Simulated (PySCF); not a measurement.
Coordinates in bohr (charge 0 multiplicity 1):
```
Te    0.0000    0.0000   -0.3349
O     0.0000    0.0000    3.0455
H     3.1204    0.0000   -1.2929
H     0.0000    3.1204   -1.2929
H    -3.1204    0.0000   -1.2929
H     0.0000   -3.1204   -1.2929
```

Method: PBE0 in PySCF with Te def2-TZVP with ECP28, O def2-TZVP, H def2-TZVP; scalar-relativistic core potentials, no spin–orbit coupling; density-fitted integrals.

This geometry of H4TeO is a stationary point at this level.

**Question.** What is the point group?

**Answer.** C4v.

**Question.** Is it a minimum?

**Answer.** No: it has 1 imaginary mode, at 490i cm⁻¹ (b1).

**Question.** List the harmonic modes with their infrared intensities.

**Answer.** 
```csv
symmetry,ω (cm⁻¹),"IR (km/mol, summed over degenerate members)",type
b1,490i,–,bend
e,579,36.9,bend
a1,859,33.9,stretch
a1,879,131,bend
e,1054,358,bend
b2,1281,0.0,bend
b1,1753,0.0,stretch
e,1806,672,stretch
a1,1925,33.2,stretch
```

**Question.** Give the atomic charges and bond orders.

**Answer.** 
```json
{"atom": "Te1", "Mulliken": "0.68", "Löwdin": "0.77", "polar tensor": "1.81", "Mayer order to Te1": "–"}
{"atom": "O2", "Mulliken": "-0.61", "Löwdin": "-0.57", "polar tensor": "-0.65", "Mayer order to Te1": "1.71"}
{"atom": "H3,4,5,6", "Mulliken": "-0.02", "Löwdin": "-0.05", "polar tensor": "-0.29", "Mayer order to Te1": "0.77"}
```

In C4v the vibrations span 2b1 + 3e + 3a1 + b2. The b1, b2 modes carry no infrared intensity, as symmetry demands.

This need not be the most stable arrangement of these atoms. At this level a singlet minimum of C2v symmetry lies 24 kJ/mol below this structure.
